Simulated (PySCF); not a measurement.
Gas-phase reaction: 2 GeCl2 + GeH3 ⇌ 3 GeHCl + Cl

Computed with PySCF (xtb for GFN2) and rigid-rotor harmonic-oscillator thermochemistry at 1 bar. † marks an energy on the PBE0/def2-TZVP geometry and frequencies; other levels use their own. MP2 and CCSD(T) freeze the core. Open shells (unrestricted): GeH3 (multiplicity 2), Cl (multiplicity 2); the rest are closed-shell singlets. GFN2 has no spin-polarisation term. Spin-orbit splitting is ignored; it lowers the true energy and changes the entropy of Cl. Ge: all electrons, no relativistic terms. GeH3, GeHCl: computed as isolated molecules; such fragments, hydroxides, amides, oligomers or adducts are transient or little studied in the gas. MP2 isn't extrapolated to the basis-set limit. CCSD(T) isn't extrapolated to the basis-set limit.

```csv
level,"ΔH°(298 K), kJ"
CCSD(T)/def2-TZVPP†,377
GFN2-xTB,283
HF/def2-TZVP†,317
MP2/def2-TZVPP†,414
PBE0/def2-QZVP†,___
PBE0/def2-TZVP,___
LDA/def2-TZVP†,___
```

Q: What belongs in the gaps?

A: 
- PBE0/def2-QZVP†, ΔH°(298 K), kJ: 398
- PBE0/def2-TZVP, ΔH°(298 K), kJ: 398
- LDA/def2-TZVP†, ΔH°(298 K), kJ: 458
